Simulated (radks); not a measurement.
Q: The mean radii <r> (bohr) of the occupied orbitals of an atom or ion are listed with their occupations. Calculated with a radial shooting solver on a logarithmic mesh with Libxc functionals: scalar-relativistic Kohn-Sham, r2SCAN, spin-polarised, spherical densities, finite nucleus; meta-GGA in the generalised Kohn-Sham scheme; Fermi nuclear charge, rms radius of each element as measured or else 0.836 A^(1/3) + 0.57 fm.

orbital  occ.      <r>
1s up       1  0.01961
1s down     1  0.01959
2s up       1  0.08032
2s down     1  0.08052
2p up       2  0.07076

Name the element and its charge. Open shells, if any, are filled with parallel spins first.

A: Z = 70, ytterbium, charge +64: Yb64+ in [He] 2s2 2p2. The 1s radius gives Z: for a bare nucleus <r> = (2 gamma + 1)/(2Z) with gamma = sqrt(1 - (Z/c)^2), 0.01942 bohr for Z = 70, and screening makes it slightly larger (0.01961 here). The occupations add up to 6, and the charge is Z minus that.
